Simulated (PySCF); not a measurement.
BCl₂I, SMILES ClB(Cl)I.

Geometry optimised at B3LYP-D3(BJ)/def2-SVP. The def2 effective core potentials stand for the cores of I; spin–orbit coupling is left out.

Calculation: TDA-M06-2X/def2-SVPD (PySCF 2.14.0).

Vertical excitations. The molecule is in vacuum. State labels are in the subgroup C2v.

| state | symmetry | energy (eV) | λ (nm) | f | main pairs |
|---|---|---|---|---|---|
| S1 | A2 | 4.65 | 267 | 0.000 | HOMO→LUMO 99 % |
| S2 | A1 | 5.50 | 225 | 0.131 | HOMO−1→LUMO 93 % |
| S3 | B1 | 5.79 | 214 | 0.001 | HOMO−2→LUMO 98 % |
| S4 | A2 | 6.07 | 204 | 0.000 | HOMO−3→LUMO 98 % |
| S5 | B2 | 6.09 | 204 | 0.003 | HOMO→LUMO+1 69 %, HOMO→LUMO+2 16 % |
| S6 | B1 | 6.32 | 196 | 0.003 | HOMO−1→LUMO+1 69 %, HOMO−1→LUMO+2 15 % |
| S7 | B2 | 7.03 | 176 | 0.096 | HOMO−4→LUMO 86 % |
| S8 | B2 | 7.14 | 174 | 0.114 | HOMO→LUMO+2 49 %, HOMO→LUMO+1 23 %, HOMO→LUMO+3 16 % |
| S9 | B1 | 7.51 | 165 | 0.071 | HOMO−1→LUMO+2 52 %, HOMO−1→LUMO+1 23 %, HOMO−1→LUMO+3 20 % |
| S10 | B2 | 7.89 | 157 | 0.023 | HOMO→LUMO+3 66 %, HOMO→LUMO+2 24 % |
| T1 | A2 | 4.55 | 272 | 0 | HOMO→LUMO 99 % |
| T2 | A1 | 4.71 | 263 | 0 | HOMO−1→LUMO 99 % |
| T3 | B1 | 5.56 | 223 | 0 | HOMO−2→LUMO 98 % |
| T4 | B2 | 5.58 | 222 | 0 | HOMO→LUMO+1 62 %, HOMO→LUMO+2 19 %, HOMO→LUMO+3 13 % |
Triplets are in the Tamm–Dancoff approximation.
